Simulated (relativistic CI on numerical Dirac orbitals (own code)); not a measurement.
Tm3+: computed level list

Computed by Dirac-Coulomb-Breit CI, orbitals from a KLI potential per configuration, model QED, valence Slater integrals scaled by 0.85, P86 correlation energy added to each configuration (own radial code, finite nucleus).

Configuration list (outside the closed core [Kr] 4d10 5s2): 4f12 5p6, 4f11 5p6 5d, 4f11 5p6 6s, 4f12 5p5 5d, 4f11 5p6 6p, 4f13 5p5, 4f11 5p6 6d, 4f11 5p6 5f, 4f11 5p6 7s, 4f12 5p5 5g, 4f12 5p5 6s, 4f11 5p6 5g, 4f11 5p6 7d, 4f11 5p6 8s, 4f11 5p6 8d, 4f11 5p6 6g, 4f12 5p5 7s. Double excitations out of closed p, d and f shells are left out; levels of such configurations are missing from the list, as are those of other unlisted configurations, and high levels can miss mixing partners.

The lowest level is 4f12 5p6 3H_6, with 99 % of that term; Hund's rules for 4f12 5p6 give 3H with J = 6, in agreement.

```tsv
No.	Configuration	Term	J	E (cm⁻¹)	%	Landé g
1	4f12 5p6	3H	6	0.0	99	1.164
2	4f12 5p6	3F	4	5729.2	55	1.118
3	4f12 5p6	3H	5	7952.3	99	1.032
4	4f12 5p6	3H	4	12310.4	56	0.969
5	4f12 5p6	3F	3	14753.6	99	1.082
6	4f12 5p6	3F	2	15691.4	80	0.735
7	4f12 5p6	1G	4	20227.5	54	0.959
8	4f12 5p6	1D	2	29675.1	51	1.104
9	4f12 5p6	1I	6	35435.4	99	1.000
10	4f12 5p6	3P	0	38531.6	94	
11	4f12 5p6	3P	1	39434.1	99	1.500
12	4f12 5p6	3P	2	40364.8	66	1.323
13	4f11(4I°) 5d	5G°	6	55635.4	77	1.300
14	4f11(4I°) 5d	5H°	7	56694.8	80	1.259
15	4f11(4I°) 5d	3L°	9	58143.7	43	1.137
16	4f11(4I°) 5d	5I°	8	59205.5	46	1.184
17	4f11(4I°) 5d	5L°	10	59891.0	96	1.196
18	4f11(4I°) 5d	5K°	9	61737.4	72	1.189
19	4f11(4I°) 5d	5G°	5	61793.5	67	1.211
20	4f11(4I°) 5d	5H°	6	62659.9	55	1.200
21	4f11(4I°) 5d	5I°	8	63184.9	45	1.164
22	4f11(4I°) 5d	5I°	7	63678.6	31	1.143
23	4f11(4I°) 5d	5L°	8	65805.3	50	1.059
24	4f11(4I°) 5d	3G°	5	66972.4	46	1.121
25	4f11(4I°) 5d	5G°	4	66976.8	53	1.069
26	4f11(4I°) 5d	3I°	7	67206.8	32	1.038
27	4f11(4I°) 5d	5I°	6	68093.0	34	1.051
28	4f11(4I°) 5d	5L°	9	68305.4	64	1.129
29	4f11(4I°) 5d	3G°	5	69057.2	41	1.166
30	4f11(4I°) 5d	5L°	7	69585.2	42	1.010
31	4f11(4I°) 5d	5K°	8	69846.1	56	1.128
32	4f11(4I°) 5d	5G°	3	69973.8	31	0.839
33	4f11(2H°) 5d	3G°	4	70025.4	27	1.076
34	4f11(4I°) 5d	3H°	6	70278.8	38	1.064
35	4f11(2H°) 5d	3H°	5	70578.1	33	0.997
36	4f11(4I°) 5d	5I°	7	70917.9	43	1.099
37	4f11(4I°) 5d	5L°	6	71116.3	32	0.929
38	4f11(4I°) 5d	5L°	6	71677.4	19	0.940
39	4f11(4I°) 5d	5H°	4	71738.7	31	1.075
40	4f11(2G°) 5d	3H°	5	71784.5	21	1.032
41	4f11(4I°) 5d	3L°	8	73140.8	47	1.053
42	4f11(4I°) 5d	5G°	3	73209.6	52	0.839
43	4f11(4I°) 5d	3G°	4	73423.6	29	0.993
44	4f11(4I°) 5d	5K°	5	73605.3	35	1.010
45	4f11(4I°) 5d	5G°	2	73695.6	65	0.498
46	4f11(4I°) 5d	3K°	7	74148.8	37	1.081
47	4f11(4F°) 5d	5G°	6	74473.3	35	1.137
48	4f11(4I°) 5d	3G°	4	74555.5	22	1.012
49	4f11(4F°) 5d	5D°	3	74756.3	29	1.152
50	4f11(4I°) 5d	3I°	5	75479.5	24	0.995
51	4f11(4I°) 5d	3L°	7	75965.0	42	1.007
52	4f11 5p6 5d	3H°	6	76007.6	31	1.056
53	4f11(4S°) 5d	5D°	2	77569.3	40	1.110
54	4f11(4I°) 5d	3G°	4	78073.5	28	1.143
55	4f11(4I°) 5d	3I°	6	78111.3	32	1.076
56	4f11(4I°) 5d	3G°	3	78456.5	43	1.003
57	4f11(4S°) 5d	5D°	1	78600.7	68	1.272
58	4f11(4I°) 5d	3I°	5	78609.2	31	0.989
59	4f11(4S°) 5d	5D°	0	78743.2	80	
60	4f12 5p6	1S	0	78823.3	94	
61	4f11(4I°) 5d	3K°	6	78982.2	28	1.033
62	4f11(4I°) 5d	3H°	5	79049.6	28	1.115
63	4f11(4S°) 5d	5D°	3	79119.3	39	1.287
64	4f11(4F°) 5d	5H°	7	79154.4	45	1.118
65	4f11(4F°) 5d	5D°	2	79809.8	41	1.225
66	4f11(4I°) 5d	3H°	4	79906.2	31	0.922
67	4f11(4I°) 5d	3G°	3	80411.2	23	1.103
68	4f11(2H°) 5d	3K°	7	80492.6	38	1.038
69	4f11(2H°) 5d	3I°	6	81103.9	30	1.099
70	4f11(2D°) 5d	3D°	2	81119.5	29	1.023
```

Energies count from the lowest computed level; ° marks odd parity. Percentages are summed over parent terms; the parents shown are those of the largest component, closed shells are left out there.

The mean weight of the leading LS term, summed over parents, in these 70 levels is 49 %, and that of the leading jj configuration (from the same eigenvectors) 53 %.

For a near-neutral ion this model can misplace configurations by up to about 10,000 cm⁻¹ (more where the count of f electrons changes) and terms by 10 to 25 % of their spread. Rates follow the energies as ν³ (E1, M1) or ν⁵ (E2), so they and the lifetimes can be off by large factors. The fine structure of a lone outer electron comes out too small, for d and f at times inverted, and misplaced configurations move strength between like terms. 7 of the 9 excited levels that our extract of the measured tables holds in this range could be paired (the sources list more); they are missed by 497 cm⁻¹ on average and 1832 at most, and levels without a partner can miss by more. Some levels of the ground configuration have no partner and can miss by 10 % or more.

LS names give the leading component of a level, which can be under half, so a name can repeat, a term be missing and a line seem to break the LS rules.
